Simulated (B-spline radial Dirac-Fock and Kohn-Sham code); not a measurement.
Scattering functions of Nd²⁴⁺

System: Nd²⁴⁺, configuration 1s2 2s2 2p6 3s2 3p6 3d10 4s2 4p6.

The run's input, task.json:

```json
{"items": [{
  "Z": 60,
  "q": 24,
  "cfg": [[1, 0, 2], [2, 0, 2], [2, 1, 6], [3, 0, 2], [3, 1, 6], [3, 2, 10], [4, 0, 2], [4, 1, 6]],
  "A": 142,
  "rrms": 4.9123,
  "do": ["scatter"],
  "s": [0.0, 0.07, 0.08, 0.1, 0.12, 0.15, 0.18, 0.22, 0.27, 0.33, 0.4, 0.48, 0.59, 0.71, 0.87, 1.05, 1.28, 1.55, 1.89, 2.29, 2.78, 3.38, 4.11],
  "pz": [0, 0.1, 0.2, 0.3, 0.4, 0.5, 0.6, 0.8, 1.0, 1.2, 1.4, 1.6, 1.8, 2.0, 2.5, 3.0, 4.0, 5.0, 7.0, 10.0, 15.0, 20.0, 30.0, 40.0, 60.0, 100.0],
  "hv_scatter": [1000, 5000, 8047.8, 10000, 17479.3, 30000, 50000, 1000000]
}]}
```

Launch: `python xray_run.py task.json out`

These are calculated numbers from a radial atomic solver; the model is relativistic Hartree-Fock (Dirac-Fock) wave functions, averaged over the configuration. f₀ is the Fourier transform of the spherical electron density, S the Waller-Hartree incoherent function, and s = sin θ/λ. The electron scattering factor follows from the Mott-Bethe formula f_e = 0.023934 Å⁻¹·(Z − f₀)/s².

```
s (Å⁻¹)      f₀       S  f_e (Å)
      0  36.000   0.000        –
   0.07  35.845   0.155  117.987
   0.08  35.797   0.202   90.511
    0.1  35.684   0.314   58.197
   0.12  35.547   0.449   40.643
   0.15  35.297   0.692   26.277
   0.18  34.996   0.982   18.470
   0.22  34.521   1.431   12.600
   0.27  33.817   2.078    8.596
   0.33  32.835   2.950    5.970
    0.4  31.539   4.050    4.257
   0.48  29.922   5.354    3.124
   0.59  27.597   7.139    2.228
   0.71  25.098   9.001    1.657
   0.87  22.070  11.292    1.199
   1.05  19.228  13.570    0.885
   1.28  16.376  15.998    0.637
   1.55  13.735  18.315    0.461
   1.89  10.993  20.787    0.328
   2.29   8.470  23.269    0.235
   2.78   6.490  25.721    0.166
   3.38   5.264  27.984    0.115
   4.11   4.446  29.952    0.079
```

f₀ starts at the number of electrons, 36, and has fallen to half at s ≈ 1.15 Å⁻¹. The sum of ⟨r²⟩ over the electrons is 4.321 bohr². For an ion f_e diverges as s goes to zero, because of the net charge.
